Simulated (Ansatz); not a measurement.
`[CH3][Ga@H-]1[OH+][Ga@@H-]([CH3])[OH+]1`. The species carries charge 0 and has multiplicity 1. Correlated methods include outer-core shells of Ga, which these sets cover unevenly. Scalar relativity is left out up to krypton.

Z-matrix (Å, degrees):
```
Ga
O 1 1.973
Ga 1 2.947 2 41.7
O 1 1.972 2 83.2 3 -3.8
C 1 1.956 2 108.3 3 103.3
H 1 1.572 2 108.3 3 -110.8
H 2 0.959 1 113.8 3 119.7
C 3 1.956 1 112.3 2 92.8
H 3 1.572 1 117.3 2 -87.2
H 4 0.959 1 113.8 2 -116.0
H 5 1.092 1 111.1 2 -164.7
H 5 1.092 1 110.1 2 -44.8
H 5 1.092 1 111.0 2 75.1
H 8 1.092 3 110.1 1 -0.1
H 8 1.092 3 111.1 1 -120.0
H 8 1.092 3 111.1 1 119.8
```

Give the diagnostics of a CCSD(T)/def2-TZVPP run (frozen core, Ansatz). (Best estimate.)

Ansatz gave: T1 = 0.0122, largest single amplitude 0.022, largest double 0.013, (T) share of the correlation energy 3.7 %, 8 CCSD cycles. The RHF solution is stable towards an unrestricted one. T1 lies under the customary mark of 0.02 for closed shells.
